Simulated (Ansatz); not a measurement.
C₂H₈AlFSi at its PBE0-D4/def2-TZVP geometry, where that method's forces vanish. Total charge 0; spin multiplicity 1. The bonds changed during the relaxation, so this is another structure than the one it started from.

| atom | x (Å) | y (Å) | z (Å) |
| --- | --- | --- | --- |
| C1 | 1.298 | 0.913 | -0.038 |
| C2 | 0.034 | 0.125 | 0.025 |
| F3 | 0.056 | -0.629 | 1.467 |
| Al4 | -1.396 | 0.589 | 1.292 |
| Si5 | -0.184 | -1.266 | -1.215 |
| H6 | 2.199 | 0.292 | -0.068 |
| H7 | 1.260 | 1.483 | -0.975 |
| H8 | 1.386 | 1.637 | 0.776 |
| H9 | -1.137 | 1.861 | 2.200 |
| H10 | -2.772 | -0.189 | 1.226 |
| H11 | -1.354 | -2.098 | -0.849 |
| H12 | 1.034 | -2.117 | -1.316 |
| H13 | -0.424 | -0.600 | -2.524 |

(1) For each bond, give half the difference of the two atoms' forces along it (eV/Å; positive pushes the atoms apart) under PBE-D4, r2SCAN-D4, B3LYP-D4, ωB97M-V in def2-TZVPP. (Estimate.)

## Answers

(1) Ansatz gave: 
| bond | length (Å) | PBE-D4 | r2SCAN-D4 | B3LYP-D4 | ωB97M-V |
| --- | --- | --- | --- | --- | --- |
| C1–C2 | 1.491 | -0.06 | 0.03 | 0.10 | 0.20 |
| C1–H6 | 1.095 | 0.12 | -0.02 | -0.05 | -0.09 |
| C1–H7 | 1.097 | 0.13 | 0.00 | -0.06 | -0.07 |
| C1–H8 | 1.093 | 0.12 | -0.02 | -0.07 | -0.09 |
| C2–Al4 | 1.966 | 0.19 | 0.08 | 0.16 | 0.09 |
| C2–Si5 | 1.876 | -0.06 | -0.06 | 0.00 | 0.00 |
| F3–Al4 | 1.903 | 0.36 | 0.06 | 0.19 | 0.10 |
| Al4–H9 | 1.584 | 0.01 | -0.02 | -0.11 | -0.13 |
| Al4–H10 | 1.582 | -0.01 | -0.02 | -0.10 | -0.12 |
| Si5–H11 | 1.482 | 0.07 | -0.02 | -0.08 | -0.11 |
| Si5–H12 | 1.489 | 0.09 | -0.02 | -0.08 | -0.12 |
| Si5–H13 | 1.488 | 0.08 | -0.01 | -0.08 | -0.11 |

B3LYP here is the variant with VWN-RPA as its local correlation; programs differ in this.
